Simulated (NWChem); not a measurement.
CH4OTe; SMILES [TeH]OC

```xyz
7

Te    -0.0062    -0.6019     0.0274
H     -0.6002    -0.6416    -1.5383
O      0.6167     1.2967    -0.0575
C     -0.3608     2.2963     0.0545
H     -0.9714     2.2076     0.9721
H      0.1751     3.2596     0.0890
H     -1.0492     2.3198    -0.8119
```
Atoms are numbered in this order, from 1.

Results from NWChem. Structure relaxed at the PBE0/def2-SVP level. Not confirmed as a minimum by frequencies. def2 effective core potentials on Te; no spin-orbit coupling. Ions are spin-unrestricted doublets at the neutral geometry; other ion states weren't tried.

Question: What does the run give for PBE0/def2-SVP? Quantities: vertical ionisation energy, ΔSCF (eV); −ε(HOMO) (eV).

Answer: 
```
Property                               Value
-------------------------------------  -----
vertical ionisation energy, ΔSCF (eV)   8.61
−ε(HOMO) (eV)                           6.29
```
